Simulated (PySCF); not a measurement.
C2H4BrFSi, SMILES [SiH](C=C)(Br)F.

Geometry optimised at PBE-D3(BJ)/def2-SVP. This is a generated structure with no PubChem entry under its InChIKey; it may be hypothetical. One conformer was computed; it need not be the lowest.

Two levels are set side by side: TDDFT-PBE/def2-SVPD (PySCF) and TDDFT-ωB97X/def2-SVPD (PySCF). Vertical, same geometry. The lowest singlet is HOMO→LUMO 79 %, HOMO−1→LUMO 19 % with PBE and HOMO→LUMO 39 %, HOMO−3→LUMO 26 %, HOMO−1→LUMO 22 % with the other functional; states are paired by order. Differences are taken from unrounded values.

| quantity | TDDFT-ωB97X |
|---|---|
| lowest singlet excitation (eV) | 6.63 |
| lowest triplet excitation (TDA) (eV) | 4.17 |
| first bright state (f over 0.05) (eV) | 7.09 |
| its oscillator strength | 0.46 |

Task: What does TDDFT-PBE give, and how far is it from TDDFT-ωB97X? (The exact figures need the calculation; the answer reports its results.)

Result: 
```csv
quantity,TDDFT-PBE,TDDFT-PBE minus TDDFT-ωB97X
lowest singlet excitation (eV),5.10,-1.53
lowest triplet excitation (TDA) (eV),4.17,0.00
first bright state (f over 0.05) (eV),6.45,-0.64
its oscillator strength,0.16,-0.30
```

Functionals without exact exchange tend to place singlet excitations lower, as here. Differences between two approximate levels are no errors against the true value.

Rough cost on one machine, each run with all the roots and properties that it gave: TDDFT-ωB97X against TDDFT-PBE about 7 times.
